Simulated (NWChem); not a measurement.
C3H3, doublet; SMILES [CH]=C=C

Computed with NWChem. Spin-unrestricted. Spin-contaminated determinants: UHF/def2-SVP (<S²> = 0.97). In the optimisation the excess spin sits in b1 (C2v, its own frame). No stability test was run on the SCF state. Level UHF/def2-SVP: optimisations from one semi-empirical or force-field start; each run changes one setting, and all end within 0.3 mHa of each other.

| setting | optimisation steps |
|---|---|
| redundant internal coordinates, default thresholds | 3 |
| no line search | 3 |
| symmetry off | 4 |
| loose thresholds | 2 |
